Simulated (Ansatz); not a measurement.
One geometry of the cluster Ti₄S₃⁺, several levels of theory.

```yaml
crystal:
  periodic: [false, false, false]
  atoms:
    - {symbol: Ti, position_ang: [0.714851, -1.547268, 0.326994]}
    - {symbol: Ti, position_ang: [1.291011, 0.857382, 0.788314]}
    - {symbol: Ti, position_ang: [-0.518586, 0.365556, -1.271429]}
    - {symbol: Ti, position_ang: [-0.964260, -0.046765, 1.442622]}
    - {symbol: S, position_ang: [1.743158, -0.166315, -1.292890]}
    - {symbol: S, position_ang: [-1.554478, -1.491253, -0.333132]}
    - {symbol: S, position_ang: [-0.711706, 2.028673, 0.339532]}
basis:
  gaussian: {orbitals: def2-TZVP, initial_orbitals: start.molden}
total_charge: 1
magnetization: {spin_polarized: true, initial_magnetization: 1}
hamiltonian: {xc: pbe, dispersion: d4}
scf: {omitted_lower_state_checks: [starts]}
output: {orbitals: {seedname: orbitals}}
```

The file start.molden holds the orbitals of an earlier run on this structure, at another level or in another basis.

```sh
$ ansatz run in.yaml --threads 4 --pin off --events-out ev --progress --plain --max-ram 6963MiB
```

Shortened log:

```
Functional definition: PBE
2435 factors; their error is unknown
mean field evaluation 1: about -124931.6590 eV, gradient 1.3e1 eV
mean field evaluation 2: about -124932.2762 eV, gradient 1.3e0 eV
mean field evaluation 4: about -124932.4626 eV, gradient 2.3e-1 eV
mean field evaluation 8: about -124932.4588 eV, gradient 6.4e-2 eV
mean field evaluation 16: about -124932.4590 eV, gradient 8.2e-5 eV
mean field -124932.45901684 eV, -4591.1831866066 hartree, gradient 8.4e-6 eV, S^2 0.785042; 0 other end points of the search recorded, 0 dependent functions left out
reference -124932.45907176 eV, -4591.1831886249 hartree; 68, 67 occupied and 223, 224 virtual orbitals, 2435 factors
Total energy: -124932.85797410 eV, -4591.1978480154 hartree
Checks for a lower state left out: starts
```

Hardware: 4 threads of Arm Neoverse V2 on a shared host. Wall time 51 s, peak host memory 1.8 GiB.

First input, but with `hamiltonian: {xc: lda}` (abridged; 10 s):

```
Functional definition: SPW92
mean field evaluation 16: about -124639.0616 eV, gradient 1.5e-5 eV
mean field -124639.06161441 eV, -4580.4010309391 hartree, gradient 1.5e-5 eV, S^2 0.755503
Total energy: -124639.06166631 eV, -4580.4010328466 hartree
Checks for a lower state left out: starts
```

Geometry: PBE-D4/def2-SVP.

The order of the spin states hangs on the level: the quartet lies 0.12 eV below the doublet at PBE0-D4/def2-TZVP, but 0.29 eV above it at PBE-D4/def2-TZVP. The doublet is doubtful at PBE0-D4/def2-TZVP (⟨S²⟩ 2.24, where a pure state has 0.75). The quartet is doubtful at PBE0-D4/def2-TZVP (⟨S²⟩ 4.40, where a pure state has 3.75). The structure comes from a short search, and lower isomers may exist.
